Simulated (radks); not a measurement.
The nuclear charge of neutral thulium is varied continuously with 69 electrons held in [Xe] 4f13 6s2. All-electron calculation, Dirac Kohn-Sham, PBE, spin-unpolarised, spherical densities, finite nucleus; open shells fill j = l - 1/2 first; Fermi nuclear charge, rms radius 5.2256 fm. Program: a radial shooting solver on a logarithmic mesh with Libxc functionals. By the Hellmann-Feynman theorem dE/dZ = E(electron-nucleus)/Z, the electronic potential at the nucleus (averaged over a nucleus of fixed radius).

| Z | E (hartree) | E(electron-nucleus)/Z (hartree) | HOMO | e(HOMO) (eV) | <r> HOMO (bohr) |
|---|---|---|---|---|---|
| 69 | -13580.7078 | -487.835 | 4f7/2 | -2.542 | 0.8242 |
| 69.25 | -13703.0060 | -490.550 | 6s1/2 | -5.452 | 3.764 |
| 69.5 | -13825.9826 | -493.263 | 6s1/2 | -7.161 | 3.588 |
| 69.75 | -13949.6376 | -495.976 | 6s1/2 | -8.987 | 3.437 |
| 70 | -14073.9709 | -498.691 | 6s1/2 | -10.923 | 3.305 |

 No converged solution with all levels bound was reached at Z = 68.75.
